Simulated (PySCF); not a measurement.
**One molecule, many functionals**

Species: C3H2ClNSe.
SMILES: `Clc1c[se]cn1`

Linear-response calculations in the def2-SVPD basis (PySCF; singlets by full response, triplets Tamm–Dancoff, core orbitals frozen in the response; HF means time-dependent Hartree–Fock). 'Strongest' is the level of largest summed f among the singlets computed (10 roots, of which the last may lack a degenerate partner); it can jump between rows when another state enters that window. S1 is the lowest singlet of each run and needn't be the same state throughout; f(S1) is that of one state. Geometry: PBE0-D3(BJ)/def2-SVP; no solvent, vibrations or thermal averaging. The LDA/def2-SVPD calculation is non-relativistic and has no spin–orbit coupling, an omission that weighs most on selenium.

```json
{"functional": "LDA", "kind": "LDA", "S1 (eV)": "4.53", "f(S1)": "0.038", "strongest (eV)": "6.41", "T1 (eV)": "3.44", "HOMO (eV)": "-6.32", "gap (eV)": "3.79", "ionisation energy, ΔSCF (eV)": "9.17"}
{"functional": "PBE", "kind": "GGA", "S1 (eV)": "4.56", "f(S1)": "0.039", "strongest (eV)": "4.56", "T1 (eV)": "3.34", "HOMO (eV)": "-6.14", "gap (eV)": "3.83", "ionisation energy, ΔSCF (eV)": "8.95"}
{"functional": "B3LYP", "kind": "global hybrid, 20% exact exchange", "S1 (eV)": "4.86", "f(S1)": "0.059", "strongest (eV)": "6.70", "T1 (eV)": "3.40", "HOMO (eV)": "-6.96", "gap (eV)": "5.31", "ionisation energy, ΔSCF (eV)": "9.08"}
{"functional": "PBE0", "kind": "global hybrid, 25% exact exchange", "S1 (eV)": "4.97", "f(S1)": "0.065", "strongest (eV)": "6.86", "T1 (eV)": "3.40", "HOMO (eV)": "-7.19", "gap (eV)": "5.71", "ionisation energy, ΔSCF (eV)": "9.12"}
{"functional": "CAM-B3LYP", "kind": "range-separated hybrid", "S1 (eV)": "5.09", "f(S1)": "0.078", "strongest (eV)": "7.05", "T1 (eV)": "3.45", "HOMO (eV)": "-8.40", "gap (eV)": "8.01", "ionisation energy, ΔSCF (eV)": "9.20"}
{"functional": "wB97X-D", "kind": "range-separated hybrid", "S1 (eV)": "5.10", "f(S1)": "0.078", "strongest (eV)": "7.07", "T1 (eV)": "3.52", "HOMO (eV)": "-8.95", "gap (eV)": "9.20", "ionisation energy, ΔSCF (eV)": "9.19"}
{"functional": "LC-wPBE", "kind": "range-separated hybrid", "S1 (eV)": "5.27", "f(S1)": "0.094", "strongest (eV)": "7.31", "T1 (eV)": "3.43", "HOMO (eV)": "-9.70", "gap (eV)": "10.32", "ionisation energy, ΔSCF (eV)": "9.38"}
{"functional": "HF", "kind": "Hartree–Fock", "S1 (eV)": "5.49", "f(S1)": "0.000", "strongest (eV)": "7.87", "T1 (eV)": "3.06", "HOMO (eV)": "-9.31", "gap (eV)": "10.84", "ionisation energy, ΔSCF (eV)": "not settled"}
```

What does BHandHLYP (global hybrid, 50% exact exchange) give?

S1 (eV) 5.20, f(S1) 0.000, strongest (eV) 7.28, T1 (eV) 3.39, HOMO (eV) -8.05, gap (eV) 7.57, ionisation energy, ΔSCF (eV) 9.07. S1 runs from 4.53 eV (LDA) to 5.49 eV (HF), a spread of 0.96 eV, while the orbital gap spreads over 7.0 eV. Along PBE (0%), B3LYP (20%), PBE0 (25%), BHandHLYP (50%), HF (100%) S1 rises with the share of exact exchange. −ε(HOMO) comes closest to its own ΔSCF ionisation energy with wB97X-D (-0.24 eV) and misses most with LDA (-2.85 eV). 'Not settled' means that the ion's SCF failed to converge or may have ended in another state than the lowest.
